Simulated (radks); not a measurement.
Problem. These are the eigenvalues of the occupied orbitals of an atom or ion with whole-number occupations (eV). Method: Dirac Kohn-Sham, LDA (Slater exchange, Perdew-Zunger correlation), spin-unpolarised, spherical densities, finite nucleus; Fermi nuclear charge, rms radius of each element as measured or else 0.836 A^(1/3) + 0.57 fm; computed with a radial shooting solver on a logarithmic mesh with Libxc functionals.

| orbital | eigenvalue |
|---|---|
| 1s1/2 | -75971.86 |
| 2s1/2 | -13323.80 |
| 2p1/2 | -12773.39 |
| 2p3/2 | -11147.61 |
| 3s1/2 | -3153.851 |
| 3p1/2 | -2905.721 |
| 3p3/2 | -2549.828 |
| 3d3/2 | -2132.420 |
| 3d5/2 | -2055.435 |
| 4s1/2 | -711.2035 |
| 4p1/2 | -606.3599 |
| 4p3/2 | -521.9284 |
| 4d3/2 | -349.3115 |
| 4d5/2 | -333.6297 |
| 5s1/2 | -146.4263 |
| 4f5/2 | -113.7125 |
| 5p1/2 | -112.8823 |
| 4f7/2 | -110.5760 |
| 5p3/2 | -98.5866 |
| 5d3/2 | -52.6598 |
| 5d5/2 | -51.0153 |

Which element is it, and in what charge state? The configuration may be excited. Open shells, if any, fill j = l - 1/2 first.

Solution. Z = 77, iridium, charge +4: Ir4+ in [Kr] 4d10 4f14 5s2 5p5 5d6. The list shows which subshells hold electrons but not how many an open one holds; the 1s level, -2791.9 hartree, gives Z - s = 74.7 by -(Z - s)^2/2, which with screening and relativity narrows Z to a few neighbours, and the depths of the outer levels then fix element, charge and occupations together.
